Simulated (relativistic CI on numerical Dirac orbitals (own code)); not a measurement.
Ca¹⁹⁺: sensitivity of the levels to the model

Base calculation: Dirac-Coulomb-Breit CI, separate exchange-only KLI orbitals for each configuration, model QED (radiative potential, 1s self-energy scaled to tabulated hydrogen-like ionisation energies).

Configurations in the expansion: 1s, 2s, 2p, 3s, 3p, 3d, 4s, 4p, 4d, 4f, 5s, 5p, 5d, 5f, 5g, 6s, 6p, 6d. Levels of other configurations are missing.

The lowest level and the first level of each name with at least 55 % of one term (blank where a level has no safe partner in the second run):

```csv
Level,Base (eV),Shift (eV)
1s ²S1/2,0.00,0.00
2p ²P°1/2,4100.15,-18.51
2s ²S1/2,4100.38,-18.74
2p ²P°3/2,4107.51,-25.87
3p ²P°1/2,4861.92,-24.42
3s ²S1/2,4861.99,-24.49
3d ²D3/2,4864.10,-26.60
3p ²P°3/2,4864.10,-26.60
3d ²D5/2,4864.82,-27.32
4p ²P°1/2,5128.24,-26.19
4s ²S1/2,5128.27,-26.22
4d ²D3/2,5129.16,-27.11
4p ²P°3/2,5129.16,-27.11
4f ²F°5/2,5129.46,-27.41
```

One thing was changed in a second run, which moved the levels as shown. Which?
A. configuration mixing switched off
B. Breit term removed
C. QED terms removed
D. non-relativistic limit

D. Non-relativistic limit. Without relativity the fine structure collapses and s electrons lose their extra binding.
